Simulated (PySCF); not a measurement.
CH7Si2, SMILES [SiH2]C[SiH3], multiplicity 2. Atoms are numbered in the order given.

```xyz
10

Si     1.5993     0.3601     0.0710
C      0.1101    -0.7108    -0.3647
Si    -1.5537    -0.0124     0.1754
H      2.8953    -0.2965    -0.2945
H      1.5088     1.7076    -0.5758
H      0.0921    -0.8612    -1.4599
H      0.2421    -1.7055     0.0939
H     -2.6701    -0.9069    -0.2607
H     -1.7660     1.3396    -0.4271
H     -1.6014     0.1199     1.6636
```
Charge 0, spin multiplicity 2.

Coordinates come from a PBE0-D3(BJ)/def2-SVP optimisation. The isomer is the one that the SMILES or the coordinates give; other isomers of the formula were not compared.

Method: PBE0-D3(BJ)/def2-SVP run with PySCF 2.14.0.

Frequencies are harmonic and unscaled.

Computed harmonic wavenumbers and intensities:
```csv
mode,ν (cm⁻¹),IR (km/mol),moving atoms (share of kinetic energy)
1,96,0.0,H 97 %
2,142,0.2,"H 83 %, C 14 %"
3,168,0.5,"Si 57 %, H 25 %, C 18 %"
4,460,2.6,H 95 %
5,552,1.3,"H 41 %, Si 38 %, C 21 %"
6,568,0.2,H 91 %
7,585,3.5,H 91 %
8,759,89.6,"H 54 %, C 29 %, Si 17 %"
9,766,47.7,"C 40 %, H 38 %, Si 22 %"
10,805,100.6,"H 66 %, C 25 %, Si 9 %"
11,911,242.4,H 95 %
12,938,76.4,H 92 %
13,945,47.3,H 97 %
14,949,37.5,H 97 %
15,1000,5.2,H 94 %
16,1067,59.9,"H 62 %, C 35 %"
17,1365,10.0,H 92 %
18,2194,110.6,H 98 %
19,2217,92.5,H 96 %
20,2227,93.0,H 98 %
21,2231,117.2,H 97 %
22,2233,112.0,H 96 %
23,3055,0.2,H 94 %
24,3130,0.2,"H 91 %, C 9 %"
```
